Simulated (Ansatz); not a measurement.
`CC1CC1` + `FBF` → `FB(F)C1CC1` + CH₄  (formal exchange of groups at a C–C bond)

Gas-phase electronic energies from Ansatz, PBE0-D4/def2-TZVP geometries. CCSD(T)/CBS adds triple-zeta CCSD(T) − MP2 to the extrapolated MP2 energy (def2 sets, frozen cores). This one scheme is used for every species. Functionals use def2-TZVPP. B3LYP here is the variant with VWN-RPA as its local correlation; programs differ in this. One conformer a species, not always the lowest.

Q: Is it downhill or uphill in electronic energy at CCSD(T)/CBS, and by how much? (Estimate.)

A: The calculation gave: Downhill: ΔE = -16.0 kcal/mol.

Q: What do these levels give: LDA (SPW92), r2SCAN0-D4, CAM-B3LYP-D4, PBE-QIDH, PBE0, B3LYP, r2SCAN0, BHLYP, LC-ωPBE, CCSD/def2-TZVPP, CCSD(T)/def2-TZVPP, HF/def2-QZVPP? (Best estimate.)

A: The calculation gave: LDA (SPW92) -16.8, r2SCAN0-D4 -17.5, CAM-B3LYP-D4 -16.4, PBE-QIDH -16.2, PBE0 -16.6, B3LYP -16.5, r2SCAN0 -17.5, BHLYP -16.4, LC-ωPBE -16.2, CCSD/def2-TZVPP -15.8, CCSD(T)/def2-TZVPP -15.9, HF/def2-QZVPP -15.2 kcal/mol.

Largest T1 diagnostic among the species: 0.013.

Leaving LDA and LC-ωPBE aside and taking each functional with its dispersion term where it has one, the values, not all of them listed here, spread over 2.4 kcal/mol, from B97M-V to ωB97X-V. At CCSD(T), def2-SVP lies +1.0 kcal/mol from the extrapolated value and def2-TZVPP +0.1 kcal/mol.
